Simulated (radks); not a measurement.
Values are calculated unless marked as measured or tabulated.
The mean radii <r> (bohr) of the occupied orbitals of an atom or ion are listed with their occupations. Level of theory: scalar-relativistic Kohn-Sham, TASK exchange with Perdew-Wang LDA correlation, spin-polarised, spherical densities, finite nucleus; meta-GGA in the generalised Kohn-Sham scheme; Fermi nuclear charge, rms radius of each element as measured or else 0.836 A^(1/3) + 0.57 fm (a radial shooting solver on a logarithmic mesh with Libxc functionals).

orbital  occ.      <r>
1s down     1  0.01688
1s up       1  0.01688
2s up       1  0.07117
2s down     1  0.07117
2p up       3  0.06428
2p down     3  0.06428
3s up       1   0.1840
3s down     1   0.1840
3p up       3   0.1852
3p down     3   0.1852
3d up       5   0.1678
3d down     5   0.1678
4s up       1   0.4077
4s down     1   0.4077
4p up       3   0.4340
4p down     3   0.4340
4d up       5   0.4588
4d down     5   0.4587
5s up       1   0.9297
5s down     1   0.9275
4f up       7   0.4986
4f down     7   0.4974
5p up       3    1.068
5p down     3    1.064
5d up       5    1.407
5d down     3    1.409

Name the element and its charge. Open shells, if any, are filled with parallel spins first.

Answer. Z = 79, gold, charge +3: Au3+ in [Xe] 4f14 5d8. The 1s radius gives Z: for a bare nucleus <r> = (2 gamma + 1)/(2Z) with gamma = sqrt(1 - (Z/c)^2), 0.01667 bohr for Z = 79, and screening makes it slightly larger (0.01688 here). The occupations add up to 76, and the charge is Z minus that.
